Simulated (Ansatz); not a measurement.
Basis-set extrapolation for C10H7Cl (`Clc1ccc2ccccc2c1`) (PBE0-D4/def2-TZVP geometry, frozen core, Ansatz 0.2.0). Multiplicity 1, RHF reference.

```csv
,def2-TZVPP,def2-QZVPP
HF,-842.415400,-842.443350
MP2 correlation,-1.747915,-1.865538
CCSD(T) correlation,-1.879693,not run
```

Energies in hartree. Use E(X) = E(∞) + A·exp(−7.88·√X) for Hartree–Fock and E(X) = E(∞) + B·X^(−2.97) for correlation, with X = 3 and 4, and add CCSD(T) minus MP2 of the smaller set to the MP2 limit.

Problem. What is the CCSD(T) energy at the basis-set limit?

Solution. HF limit: -842.443350 + (-0.027950) × 0.13774 = -842.44720. MP2 limit: -1.865538 + (-0.117623) × 0.74074 = -1.95267. Higher-order term: -1.879693 − (-1.747915) = -0.13178. Total: -844.53165 hartree, 6.44 eV below CCSD(T)/def2-TZVPP.
